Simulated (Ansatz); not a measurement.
One change: `FC([SiH3])[SiH2][SiH3]` becomes `FC([SiH3])[SiH2]Cl`.

Ansatz, PBE0-D4/def2-TZVP geometries, multiplicity 1. Each molecule was computed in one conformer, which needn't be the lowest.

```csv
property,`FC([SiH3])[SiH2][SiH3]`
HOMO energy (B3LYP/def2-TZVPP) / eV,-8.08
LUMO energy (ωB97M-V/def2-TZVPP) / eV,1.40
HOMO–LUMO gap (ωB97M-V/def2-TZVPP) / eV,11.74
HOMO energy (PBE0/def2-TZVPP) / eV,-8.28
size of the dipole moment (B3LYP/def2-TZVPP) / D,1.32
HOMO–LUMO gap (B3LYP/def2-TZVPP) / eV,7.62
```

Task: What does the change do to each property? (An estimate is asked.)

Result: The calculation gave: 
| property | `FC([SiH3])[SiH2]Cl` | shift |
| --- | --- | --- |
| HOMO energy (B3LYP/def2-TZVPP) / eV | -8.20 | -0.12 |
| LUMO energy (ωB97M-V/def2-TZVPP) / eV | 1.45 | 0.05 |
| HOMO–LUMO gap (ωB97M-V/def2-TZVPP) / eV | 12.08 | 0.34 |
| HOMO energy (PBE0/def2-TZVPP) / eV | -8.42 | -0.14 |
| size of the dipole moment (B3LYP/def2-TZVPP) / D | 2.00 | 0.68 |
| HOMO–LUMO gap (B3LYP/def2-TZVPP) / eV | 7.62 | 0.00 |

Dipoles are sizes alone; their direction can turn.

B3LYP here is the variant with VWN-RPA as its local correlation; programs differ in this.
